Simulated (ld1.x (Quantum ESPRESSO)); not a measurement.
# What one change does to a pseudopotential (titanium (Ti), RRKJ)

ld1.x (Quantum ESPRESSO) 7.5 input, shortened:

```
&input
   title='Ti', zed=22., rel=2, dft='PBE', iswitch=3,
   config='[Ar] 3d2 4s2 4p0', rel_dist='average'
 /
 &inputp
   pseudotype=2, tm=.false., lloc=0,
   nlcc=.true., rcore=1.50
 /
3
4P  2  1   0.00   0.00  3.60  3.60  0.0
3D  3  2   2.00   0.00  2.35  2.35  0.0
4S  1  0   2.00   0.00  2.95  2.95  0.0
 &test
   configts(1)='3d2 4s2 4p0'
 /
```

Open shells are filled in proportion to 2j + 1 (rel_dist='average').

Change: wave 4p (bound): rc 3.60 bohr becomes 4p (bound): rc 2.42 bohr.

Cutoffs: the cutoffs (Ry, on a coarse ladder) from which the occupation-weighted sum of valence levels, in a spherical-Bessel basis at the reference potential, stays within 10 and 1 mRy of its value at 400 Ry; they do not see the model core or the augmentation charge, which bear on the density cutoff. Errors are all-electron minus pseudo energies relative to the spin-unpolarised reference configuration.

What does the change do?

The potential gets neither clearly harder nor softer (30 Ry and 35 Ry → 30 Ry and 35 Ry); a bound ghost appears in p, which as a rule spoils a file; of the 7 tests that both files solve, the error grows in 0 and shrinks in 2 by more than 15 % and 0.3 meV (median size 39.4 → 20.0 meV).

| quantity | base | changed |
| --- | --- | --- |
| cutoff, loose | 30 Ry | 30 Ry |
| cutoff, tight | 35 Ry | 35 Ry |
| bound ghosts | none | p3/2, p1/2 |
| error for 3d2 4s1 4p0, meV [ΔE 7.35 eV] | -2.8 | -2.8 |
| error for 3d2 4s0 4p0, meV [ΔE 20.92 eV] | -39 | -39 |
| error for 3d1 4s0 4p0, meV [ΔE 47.87 eV] | -204 | -204 |
| error for 3d1 4s2 4p1, meV [ΔE 4.67 eV] | -74 | -20 |
| error for 3d2 4s0 4p1, meV [ΔE 11.12 eV] | -24 | -12 |
| error for 3d3 4s1 4p0, meV [ΔE 1.11 eV] | -69 | -69 |
| error for 3d1 4s2 4p0, meV [ΔE 9.74 eV] | +9.2 | +9.2 |

 A true bound ghost makes a file unfit for plane-wave use even where its test errors are small: the radial tests pick states by their node count and pass the ghost by.
